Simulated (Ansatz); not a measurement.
Ca5O5⁻, relaxed as a doublet with UKS PBE-D4/def2-SVP in Ansatz, starting from the GFN1-xTB geometry. Force threshold 0.03 eV/Å.

The highest occupied level of the charge -1 doublet lies above zero (up to 0.43 eV). It is a level of α spin, whose loss leaves a singlet; that state wasn't run at this geometry and level. The electron is either unbound and held by the finite basis, or the level is raised by self-interaction error. The relaxation made no stability test and no search for a lower SCF solution. The structure comes from a short search, and lower isomers may exist.

Start:

```xyz
10

Ca   -1.245    0.876    1.644
Ca   -0.278   -0.672   -1.316
Ca    1.871    0.553    1.183
Ca   -3.134   -1.332    0.199
Ca    2.759    0.436   -1.936
O     0.522    1.227    2.457
O     3.180    1.224   -0.178
O    -2.863   -0.289    1.848
O     1.053   -0.140   -2.711
O    -1.865   -1.884   -1.191
```

Q: Estimate the energy that the relaxation releases and the steps that it takes.

A: 3.53 eV, in 19 steps; 1.9 min on 4 threads of Arm Neoverse V2 on a shared host. No frequencies were taken in this run, so the end may be a saddle point.

Q: Does the start keep its bonding?

A: Bonds formed: Ca2–O6 (atoms count from 1). The end is the same structure that another start reached, the lowest one found.

Q: Predict the relaxed structure.

A: 
```xyz
10

Ca   -1.317    0.500    2.392
Ca   -0.217   -0.573   -1.070
Ca    2.074    1.367    1.241
Ca   -3.625   -1.340    0.290
Ca    3.248    0.458   -2.064
O     0.191    0.443    0.894
O     3.520    1.353   -0.214
O    -3.146   -0.369    2.058
O     1.471   -0.435   -2.394
O    -2.199   -1.403   -1.133
```
Bond lengths (bridged metal pairs left out): 11 × Ca–O 2.02 to 2.25 Å.
